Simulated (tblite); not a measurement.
Isomers of C6H11PSi. Level: GFN2-xTB in tblite, geometry and Hessian alike; calculated harmonic values, unscaled, isolated species. This tight-binding method is rough: wavenumbers can miss measured ones by several per cent, in bad cases by 10 to 20. Modes of hydrogen on phosphorus and silicon can be 10 to 20 % off. One conformer each.

Electronic energies: GFN2-xTB at the same geometries; isomer energies are rough at this level and their order can be wrong.

```tsv
SMILES	electronic energy, lowest = 0 (kcal/mol)
C=CC1=C(C)P1C[SiH3]	43.1
[SiH3]CP1C=CCC=C1	12.7
Cc1cc([SiH3])c(C)[pH]1	0.0
```

How do GFN2-xTB zero-point energies change the relative energies?

| SMILES | ZPE (kcal/mol) | of it from modes above 1550 cm⁻¹ | electronic (kcal/mol) | with ZPE, lowest = 0 (kcal/mol) | lowest mode (cm⁻¹) | rings |
| --- | --- | --- | --- | --- | --- | --- |
| Cc1cc([SiH3])c(C)[pH]1 | 88.4 | 45.3 | 0.0 | 0.0 | 29 | 1 |
| [SiH3]CP1C=CCC=C1 | 89.8 | 48.6 | 12.7 | 14.0 | 33 | 1 |
| C=CC1=C(C)P1C[SiH3] | 88.0 | 49.1 | 43.1 | 42.6 | 25 | 1 |

The zero-point energies span 1.8 kcal/mol, from `C=CC1=C(C)P1C[SiH3]` to `[SiH3]CP1C=CCC=C1`. The order is unchanged.
